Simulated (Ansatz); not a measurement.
Zn12S12 (started as a model of: (ZnS)12 cage of four- and six-membered rings), relaxed as a singlet with RKS PBE-D4/def2-SVP in Ansatz, starting from the GFN1-xTB geometry. Force threshold 0.03 eV/Å.

Single mean-field runs in def2-SVP are fitted with def2-universal-jkfit. Another isomer (singlet) lies 0.94 eV lower at PBE0-D4/def2-TZVP; other spin states weren't run for this one.

Start:

Cartesian coordinates in Å:
```
S 0.838 0.384 -3.678
S -2.143 -1.615 -4.045
S -2.971 1.578 -2.594
S 0.485 3.253 -1.073
S 2.652 -0.011 -0.155
S 0.823 -3.260 -1.860
S -2.255 -1.400 0.103
S 1.031 -3.331 1.614
S -2.090 2.444 1.286
S 1.764 2.712 2.754
S -0.843 -0.361 3.677
S 2.749 -0.536 3.964
Zn -1.451 0.623 -4.059
Zn 0.090 -1.826 -3.436
Zn -2.859 -0.711 -1.995
Zn -1.802 2.659 -0.987
Zn 1.580 1.360 -1.762
Zn 2.071 -2.235 -0.210
Zn -0.600 -2.994 0.015
Zn -2.024 0.215 1.821
Zn 0.171 3.134 1.203
Zn 2.848 0.747 1.996
Zn 0.941 -1.836 3.298
Zn 0.994 1.007 4.120
```

Problem. Estimate the energy that the relaxation releases and the steps that it takes.

Solution. 33.4 kcal/mol, in 4 steps; 23 s on 4 threads of AMD EPYC 7R13 on a shared host and a share (37 GiB) of an NVIDIA H100 80GB HBM3. No frequencies were taken in this run, so the end may be a saddle point.

Problem. Does the start keep its bonding and symmetry?

Solution. By distances, no bond broke or formed. The bond that changes most is S7–Zn20, from 2.37 to 2.33 Å (atoms count from 1). Point group C2 at the start, C2 at the end, both within 0.05 Å.

Problem. Predict the relaxed structure.

Solution. 
Cartesian coordinates in Å:
```
S 0.966 0.423 -3.761
S -2.123 -1.601 -3.920
S -3.007 1.602 -2.567
S 0.512 3.231 -1.110
S 2.858 0.020 -0.264
S 0.842 -3.251 -1.817
S -2.444 -1.489 0.209
S 1.010 -3.330 1.573
S -2.098 2.407 1.319
S 1.781 2.753 2.729
S -0.972 -0.402 3.762
S 2.722 -0.525 3.841
Zn -1.328 0.639 -3.823
Zn 0.076 -1.662 -3.199
Zn -2.718 -0.643 -1.895
Zn -1.668 2.424 -0.958
Zn 1.408 1.201 -1.646
Zn 1.973 -2.073 -0.154
Zn -0.601 -2.802 -0.027
Zn -1.795 0.175 1.698
Zn 0.179 2.865 1.155
Zn 2.692 0.738 1.899
Zn 0.863 -1.673 3.076
Zn 0.874 0.972 3.883
```
Bond lengths (bridged metal pairs left out): 36 × S–Zn 2.24 to 2.38 Å.
